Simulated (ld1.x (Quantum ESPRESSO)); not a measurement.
Varying the TM potential for scandium (Sc)

Base potential:

ld1.x (Quantum ESPRESSO) 7.5 input, shortened:

```
&input
   title='Sc', zed=21., rel=1, dft='PBESOL', iswitch=3,
   config='[Ar] 3d1 4s1.75 4p0.25'
 /
 &inputp
   pseudotype=2, tm=.true., lloc=0,
   nlcc=.false.
 /
3
3P  2  1   6.00   0.00  1.00  1.00  0.0
3D  3  2   1.00   0.00  2.55  2.55  0.0
3S  1  0   2.00   0.00  1.55  1.55  0.0
 &test
   configts(1)='3s2 3p6 3d1 4s1.75 4p0.25'
 /
```

Occupied shells without a wave of their own: 4p, 4s. They enter only through the test configuration that unscreens the potential.

All-electron outer shells of the reference configuration (PBEsol, scalar-relativistic, ld1.x):

| shell | level (eV) | outermost node (bohr) | outermost maximum (bohr) |
| --- | --- | --- | --- |
| 2s | -474.00 | 0.10 | 0.28 |
| 2p | -388.28 | – | 0.23 |
| 3s | -55.21 | 0.42 | 0.92 |
| 3p | -33.88 | 0.39 | 0.97 |
| 4s | -4.37 | 1.33 | 3.10 |
| 3d | -3.54 | – | 1.10 |
| 4p | -1.61 | 1.49 | 4.03 |

Cutoffs, loose and tight: the cutoffs (Ry, on a coarse ladder) from which the occupation-weighted sum of valence levels, in a spherical-Bessel basis at the reference potential, stays within 10 and 1 mRy of its value at 400 Ry. They do not see the model core or the augmentation charge, which bear on the density cutoff. Test errors are all-electron minus pseudo excitation energies from the reference, over the configurations 3s2 3p6 3d1 4s2 4p0; 3s2 3p6 3d1 4s1 4p0; 3s2 3p6 3d1 4s0 4p0; 3s2 3p6 3d1 4s1.5 4p0; 3s2 3p6 3d1 4s0 4p1; 3s2 3p6 3d2 4s0 4p0; 3s2 3p6 3d0 4s2 4p0. A dash means not determined; rows that change the core or the reference have their own tests.

| change | outcome | cutoff, loose | cutoff, tight | bound ghosts | largest test error (meV) |
| --- | --- | --- | --- | --- | --- |
| base | generated, misses its reference levels by 0.29 eV | 70 Ry | 140 Ry | none | -949 |
| wave 3s (bound): rc 1.55 bohr becomes 3s (bound): rc 1.02 bohr | generated | 110 Ry | 180 Ry | none | +179 |
| wave 3s (bound): rc 1.55 bohr becomes 3s (bound): rc 1.28 bohr | generated | 80 Ry | 140 Ry | none | -326 |
| wave 3s (bound): rc 1.55 bohr becomes 3s (bound): rc 1.68 bohr | generated, misses its reference levels by 0.50 eV | 70 Ry | 120 Ry | none | -1597 |
| wave 3s (bound): rc 1.55 bohr becomes 3s (bound): rc 1.94 bohr | generated, misses its reference levels by 0.84 eV | 70 Ry | 120 Ry | none | -2688 |
| wave 3s (bound): rc 1.55 bohr becomes 3s (bound): rc 2.06 bohr | generated, misses its reference levels by 1.07 eV | 70 Ry | 120 Ry | none | -3389 |
| wave 3s (bound): rc 1.55 bohr becomes 3s (bound): rc 2.32 bohr | generated, misses its reference levels by 1.32 eV | 70 Ry | 120 Ry | none | -4142 |

(1) What comes out with this change to the base: wave 3s (bound): rc 1.55 bohr becomes 3s (bound): rc 1.42 bohr?

Answers

(1) outcome: generated, misses its reference levels by 0.19 eV; cutoff, loose: 80 Ry; cutoff, tight: 140 Ry; bound ghosts: none; largest test error (meV): -612.

Reading the sweep of the s radius (base included, trends over the rows without a ghost): The loose cutoff falls from 110 Ry at 1.02 to 70 Ry at 2.32 bohr. A larger radius leaves more room for a smooth pseudo-wave, so fewer plane waves are needed; a smaller one forces it to follow the all-electron wave where it bends sharply. The median size of the test errors (rows with all tests solved) rises from 30.9 meV at 1.02 to 1376.8 meV at 2.32 bohr. More of the atom is replaced by a form fitted at one configuration, so other configurations suffer as the radius grows.
